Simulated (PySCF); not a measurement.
C4H10N, doublet, at a GFN2-xTB geometry. Base run: CCSD(T)/STO-3G in PySCF.

Here is a job for PySCF.
```python
from pyscf import gto, scf, cc

mol = gto.M(
    atom='''
C    -2.15482137    0.29339323    0.48279055
C    -1.29160991   -0.81450785    0.03983810
N    -0.03253089   -0.31963028   -0.54737206
C     0.96157458    0.16326117    0.39034031
C     2.24256235    0.51336571   -0.35709160
H    -1.90397431    0.84623795    1.36912853
H    -2.84054488    0.74917402   -0.20670413
H    -1.78078954   -1.41064441   -0.73531480
H    -1.01255376   -1.47168993    0.86845561
H    -0.23896585    0.39857822   -1.23667236
H     1.15768304   -0.64664969    1.09984773
H     0.62685749    1.04197185    0.96515413
H     3.02106345    0.79843507    0.34564283
H     2.07134704    1.34256564   -1.04046703
H     2.58135954   -0.34364031   -0.93273010
''',
    basis='sto-3g',
    spin=1,
    verbose=4,
)

mf = scf.UHF(mol)
mf.kernel()

mycc = cc.CCSD(mf)
mycc.kernel()
et = mycc.ccsd_t()
print('E(CCSD(T)) = %.10f' % (mycc.e_tot + et))
```

The base run was repeated with changes; each row names its change, and settings that it needs were set with it.

| change | ΔE vs base (kcal/mol) | MP2 correlation (Eh) | CC correlation without the perturbative part (Eh) | basis functions |
|---|---|---|---|---|
| base | 0.000 | -0.23330 | -0.31248 | 35 |
| method = mp2 | 51.12 | -0.23330 | - | 35 |
| cc.conv_tol = 1e-9 | 0.000 | -0.23330 | -0.31248 | 35 |
| cc.iterative_damping = 0.8 | 0.000 | -0.23330 | -0.31248 | 35 |
| cc.level_shift = 0.2 | 0.000 | -0.23330 | -0.31248 | 35 |
| method = cisd | 24.48 | - | - | 35 |
| cc.diis_space = 3 | 0.000 | -0.23330 | -0.31248 | 35 |
| density fitting = JK and correlation | -0.353 | -0.23323 | -0.31243 | 35 |
| frozen = 6 | 17.55 | -0.21183 | -0.28473 | 35 |
| cart = on | 0.000 | -0.23330 | -0.31248 | 35 |

Open shells are given as the SCF converged; they aren't shown to be the lowest states, and a large step between rows can be another state.
